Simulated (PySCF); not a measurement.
Dipole moment and polarisability of `C#CCPc1ccco1`

C₇H₇OP.
Numbering: `[CH:1]#[C:2][CH2:3][PH:4][c:5]1[cH:6][cH:7][cH:8][o:9]1` (hydrogens: H10 on C1; H11, H12 on C3; H13 on P4; H14 on C6; H15 on C7; H16 on C8)

Structure used (GFN2-xTB), in Å, numbered top down from 1:
```xyz
16
C7H7OP angstrom
C      2.2697    1.3156    0.2345
C      2.1310    0.1417    0.0421
C      1.8958   -1.2536   -0.2244
P      0.3832   -1.5156   -1.3108
C     -0.7720   -0.4778   -0.3845
C     -1.3765    0.7224   -0.6392
C     -2.2268    0.9715    0.4616
C     -2.0854   -0.0951    1.2947
O     -1.2155   -0.9805    0.7882
H      2.4254    2.3354    0.4227
H      2.7527   -1.7005   -0.7377
H      1.7245   -1.8008    0.7089
H      0.6913   -0.4995   -2.2217
H     -1.2252    1.3451   -1.4972
H     -2.8524    1.8279    0.6102
H     -2.5273   -0.3275    2.2435
```

Level: B3LYP/def2-SVPD (PySCF), static field, nuclei fixed, core orbitals frozen in the response. The polarisability tensor in these axes (au):

```
x   113.41  -7.46 -10.66
y    -7.46 110.97   8.04
z   -10.66   8.04  95.73
```

**Question.** Diagonalise the tensor; give its mean and Δα, where Δα² is half the sum of the squared differences of the eigenvalues.

**Answer.** Principal values 89.76, 104.66 and 125.69 au; mean 106.70 au = 15.81 Å³ = 17.59 × 10⁻⁴⁰ C²·m²/J; Δα = 31.26 au (29 % of the mean).

**Question.** What is the dipole moment, and where does it point?

**Answer.** (-0.07, 0.92, 0.17) D, 0.94 D in size, pointing from the negative to the positive side. Measured along this direction, the outermost atoms are H11 at the negative end and H10 and H15 at the positive end.

**Question.** Find the Langevin capture rate constant for H3+ (3.023 u) meeting this molecule (138.023 u), k = 2.342 × 10⁻⁹ cm³/s × √(α in Å³ / reduced mass in u).

**Answer.** The reduced mass is 2.96 u, so k = 5.41 × 10⁻⁹ cm³/s. The formula leaves out the permanent dipole, which adds to the capture rate.

**Question.** How large is μ²/3kT at 250 K beside α?

**Answer.** In Gaussian units μ²/3kT = 8.49 Å³ against 15.81 Å³, a ratio of 0.54; the Debye molar polarisation (4π/3)N_A(α + μ²/3kT) is 61.3 cm³/mol, leaving out the vibrational part.

**Question.** Along which axes do the principal values lie, and how far do the nuclei extend along each?

**Answer.** Largest value along (0.71, -0.58, -0.41), where the nuclei span 6.55 Å; middle along (0.62, 0.78, -0.04), 5.23 Å; least along (0.34, -0.23, 0.91), 3.73 Å. The response follows the extents in order.

The structure is a single GFN2-xTB conformer in the gas phase; no vibrational or solvent corrections.
